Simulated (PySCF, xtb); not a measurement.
FH4O4Si, SMILES O[Si-](O)(O)(O)F, charge -1.

xtb with GFN2-xTB at its own geometry gives an orbital gap of 10.98 eV.

Coordinates come from a PBE0-D3(BJ)/def2-SVPD optimisation. The values are those of a single conformer.

Problem. What does PySCF with PBE/def2-SVPD give? (An estimate is asked for; the answer gives what the named calculation found.)

Solution. gap 5.04 eV (levels -1.69 and 3.35 eV).
